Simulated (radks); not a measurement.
Values are calculated unless marked as measured or tabulated.
Valence configurations of neutral cadmium (all share [Kr]). Code: a radial shooting solver on a logarithmic mesh with Libxc functionals. Model: Dirac Kohn-Sham, BLYP, spin-unpolarised, spherical densities, finite nucleus; open shells are shared between the two j in proportion to 2j + 1; Fermi nuclear charge, rms radius 4.6087 fm. Energies are relative to 4d10 5s2; eigenvalues in eV.

valence,E (eV),e(4d3/2),e(4d5/2),e(5p1/2),e(5p3/2),e(5s1/2)
4d10 5s2,0.000,-11.987,-11.289,-,-,-5.650
4d10 5s1.5 5p0.5,2.280,-12.995,-12.294,-1.793,-1.598,-6.332
4d10 5s1 5p1,4.666,-13.888,-13.185,-2.192,-1.973,-6.915
4d9.5 5s2 5p0.5,5.714,-14.793,-14.070,-2.028,-1.802,-6.860
4d10 5p2,9.711,-15.464,-14.756,-2.871,-2.610,-
4d9 5s2 5p1,12.480,-17.496,-16.749,-2.655,-2.373,-7.934
4d9 5s1 5p2,18.104,-19.018,-18.266,-3.321,-2.998,-8.878
4d8 5s2 5p2,29.153,-22.787,-21.992,-3.803,-3.413,-9.871
4d8 5p4,42.283,-25.377,-24.573,-4.914,-4.455,-

NIST lists [Kr] 4d10 5s2 as the ground configuration; this level of theory agrees among the configurations tried. The energies are those of spherical spin-averaged densities, not of single terms.
